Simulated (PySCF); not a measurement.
Excitation energy of Ba by level of theory

Ba [Xe] 6s2 (1S) → Ba [Xe] 5d2 (3F), as a difference of total energies. Calculation: PySCF 2.14, in def2-QZVPPD with the def2 core potential (46 electrons); scalar relativity through the core potential. Correlated levels: valence and next inner shell: nothing frozen outside the core potential. The calculations carry no spin-orbit coupling.

```json
{"method": "UHF", "excitation energy (eV)": "2.334"}
{"method": "MP2 (valence and next inner shell)", "excitation energy (eV)": "2.839"}
{"method": "SCS-MP2 (valence and next inner shell)", "excitation energy (eV)": "2.937"}
{"method": "CCSD (valence and next inner shell)", "excitation energy (eV)": "2.716"}
{"method": "CCSD(T) (valence and next inner shell)", "excitation energy (eV)": "2.767"}
```

Task: How much does correlation contribute at CCSD(T) (valence and next inner shell)?

Result: 2.767 − (2.334) = 0.433 eV, measured against UHF.
